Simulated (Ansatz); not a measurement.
Total energies of Ga7P7 from Ansatz at PBE0-D4/def2-TZVP, gas phase (1 Eh = 27.2114 eV = 2625.5 kJ/mol). The reference geometry is relaxed at PBE-D4/def2-SVP.

Cartesian coordinates in Å:
```
Ga 0.812 -0.824 -2.980
Ga -0.717 -2.009 2.037
Ga 0.998 -1.913 -0.413
Ga -3.117 -0.227 0.048
Ga 0.719 2.010 0.511
Ga 0.590 2.170 -2.276
Ga -0.907 0.773 2.696
P 2.210 -2.363 -2.326
P -1.024 0.570 -2.734
P 1.077 -3.134 1.517
P -2.551 -0.799 2.624
P 1.788 3.431 -0.962
P 0.709 2.233 2.786
P -0.586 0.082 -0.529
```

```
                 state                    geometry   energy (Eh)
      charge 0 singlet                   reference  -15861.24119
      charge 1 doublet                   reference  -15860.98050
     charge -1 doublet                   reference  -15861.31192
     charge -1 doublet  relaxed at PBE-D4/def2-SVP  -15861.33399
free Ga atom (doublet)                           –   -1924.55212
 free P atom (quartet)                           –    -341.13505
```

Single mean-field runs in def2-TZVP are fitted with def2-universal-jkfit.

(1) Work out the vertical ionisation energy to the doublet.

(2) Work out the vertical electron affinity, to the doublet.

(3) Give the fundamental gap IE − EA, the Mulliken electronegativity (IE + EA)/2 and the hardness (IE − EA)/2.

(4) How much does the charge -1 doublet relax, and what is the adiabatic electron affinity?

(5) What is the binding energy per atom against free atoms?

(1) E(charge 1 doublet) − E(charge 0 singlet) = -15860.98050 − (-15861.24119) = 0.26069 Eh = 7.09 eV. For comparison, −ε of the highest occupied level is 5.99 eV at this level, 1.10 eV less.

(2) E(charge 0 singlet) − E(charge -1 doublet) = -15861.24119 − (-15861.31192) = 0.07073 Eh = 1.92 eV. The basis lacks diffuse functions, which makes affinities too small.

(3) From the values in Eh: IE − EA = 0.26069 − 0.07073 = 0.18996 Eh = 5.17 eV; (IE + EA)/2 = 4.51 eV; (IE − EA)/2 = 2.58 eV. The HOMO–LUMO gap of the same run is 3.03 eV, 2.14 eV smaller than the fundamental gap.

(4) Relaxation: -15861.31192 − (-15861.33399) = 0.02207 Eh = 0.60 eV. Adiabatic electron affinity: 0.09280 Eh = 2.53 eV, without zero-point energy. 

(5) Atoms: 7 × (-1924.55212) + 7 × (-341.13505) = -15859.81019 Eh. Binding: -15859.81019 − (-15861.24119) = 1.43100 Eh = 38.94 eV, or 2.78 eV for each of 14 atoms (no zero-point energy, no counterpoise term).
